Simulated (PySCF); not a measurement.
Run record: geometry optimisation, `CS[SiH2]C[SeH]`.

Computed with PBE0-D3(BJ)/def2-SVP geometry optimisation, gas phase (PySCF 2.14.0). Start geometry: GFN2-xTB. A driver script takes a list of jobs; this job's settings line and coordinates (Å) are shown.

Input:
```
{"job": {"xc": "PBE0", "basis": "def2-SVP", "d3": "d3bj", "grid": 1, "maxiter": 30, "shake": 0.01, "kind": "geom"}, "charge": 0, "multiplicity": 1}
C      2.719830     0.225530    -0.014600
S      1.369680    -0.945590     0.336300
Si    -0.300020     0.159210    -0.454520
C     -1.777350    -0.903440    -0.126760
Se    -3.420000    -0.037150    -0.845620
H      2.696500     0.494670    -1.079350
H      2.559560     1.146170     0.573240
H      3.649930    -0.218700     0.252010
H     -0.081520     0.393590    -1.856230
H     -0.385470     1.437870     0.272240
H     -1.988480    -1.115310     0.941710
H     -1.748550    -1.858560    -0.640400
H     -3.288310     1.204820    -0.090840
```

Output:
```
step   0  E = -3169.08004634  max force = 0.029884
step   1  E = -3169.08453208  max force = 0.007090
step   2  E = -3169.08474451  max force = 0.001576
step   3  E = -3169.08478169  max force = 0.000895
step   4  E = -3169.08478943  max force = 0.000759
step   5  E = -3169.08478768  max force = 0.000424
optimisation converged
```

Energies in Eh; «max force» is the largest Cartesian gradient component in Eh/bohr.

Q: How much energy does the optimisation release, in kcal/mol?

A: E(step 0) − E(last step) = 0.004741 Eh, which is 3.0 kcal/mol.

Q: Give the first gradient maximum in eV/Å.

A: With 1 Eh/bohr = 51.422 eV/Å, 1.537 eV/Å.

In short: final energy -3169.08479 Eh after 5 steps; dipole 1.25 D.

Q: Give the final coordinates.

A: 0.101 Å rms from the input after alignment:
```
atom  x, y, z in Å
C1     2.7147    0.2967   -0.0950
S2     1.4035   -0.8752    0.3859
Si3   -0.3054    0.1479   -0.4134
C4    -1.8030   -0.9464   -0.1170
Se5   -3.4395   -0.0502   -0.7170
H6     2.7374    0.4482   -1.1837
H7     2.5936    1.2645    0.4120
H8     3.6683   -0.1488    0.2178
H9    -0.1340    0.3949   -1.8768
H10   -0.4948    1.4666    0.2690
H11   -1.9083   -1.2677    0.9290
H12   -1.7283   -1.8514   -0.7394
H13   -3.2921    1.1065    0.1814
```

Q: How long does this job take on an Intel Xeon Platinum 8488C with one thread, shared host with 192 logical CPUs at a one-minute load of 56? And the peak memory of the process?

A: About 47 s, with 0.57 GiB resident at the peak, the Python interpreter and its libraries included.
Labels such as C1 count atoms from 1, the log's own numbers from 0.
